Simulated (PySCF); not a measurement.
SMILES C[CH2][SnH2][F] (C2H7FSn), B3LYP/def2-SVP optimised geometry.

```
11

Sn    -1.57    -0.46     0.00
F     -2.06    -1.20     1.74
C      0.60    -0.46     0.00
C      1.20     0.46     1.07
H     -2.27     1.12     0.00
H     -2.31    -1.51    -1.15
H      0.92    -0.17    -1.01
H      0.90    -1.50     0.15
H      0.90     1.51     0.92
H      2.31     0.43     1.04
H      0.89     0.16     2.08
```

Density from B3LYP/def2-TZVP, def2 effective core potentials past Kr run with PySCF 2.14.0 at that geometry. The core electrons that the potentials of Sn replace are not part of the density.

Minimum of the electron density along straight lines between bonded atoms, close to the bond critical point (lines longer than 1.1 times the sum of covalent radii, or with two minima, are not listed):

| bond | length / Å | ρ at the minimum / e bohr⁻³ | ∇²ρ there / e bohr⁻⁵ | position (fraction from the first atom) |
|---|---|---|---|---|
| Sn1–F2 | 1.960 | 0.111 | 0.53 | 0.52 |
| Sn1–C3 | 2.171 | 0.103 | 0.08 | 0.51 |
| C3–C4 | 1.531 | 0.241 | -0.58 | 0.51 |
| Sn1–H5 | 1.723 | 0.111 | 0.07 | 0.63 |
| Sn1–H6 | 1.722 | 0.112 | 0.07 | 0.63 |
| C3–H7 | 1.103 | 0.271 | -0.90 | 0.64 |
| C3–H8 | 1.102 | 0.272 | -0.90 | 0.64 |
| C4–H9 | 1.102 | 0.273 | -0.92 | 0.64 |
| C4–H10 | 1.103 | 0.272 | -0.91 | 0.64 |
| C4–H11 | 1.102 | 0.274 | -0.93 | 0.64 |
